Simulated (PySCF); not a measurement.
Computed shifts of a molecule C3H6BrF, KT2/pcSseg-1 in PySCF, GIAO, gas phase, atoms alike by connectivity averaged where their shifts nearly agree, in ppm (number of nuclei): ¹³C: 95.4 (1), 47.2 (1), 22.1 (1). ¹⁹F: -210.4 (1). ¹H: 4.89 (1), 3.84 (1), 3.28 (1), 1.73 (3). References: ¹³C against TMS (σ = 185.1 ppm); ¹⁹F against CFCl3 (σ = 127.1 ppm); ¹H against TMS (σ = 31.47 ppm), references at their B3LYP-D3(BJ)/def2-TZVP geometries, non-relativistic (without spin–orbit terms, shifts of atoms bonded to Cl or Br come out too high). Geometry optimised at B3LYP-D3(BJ)/def2-SVP. Other conformers were not sampled.

Problem. Which structure fits?
A. CC(C)(F)Br
B. CC[C@H](F)Br
C. C[C@H](F)CBr

Solution. C, C[C@H](F)CBr
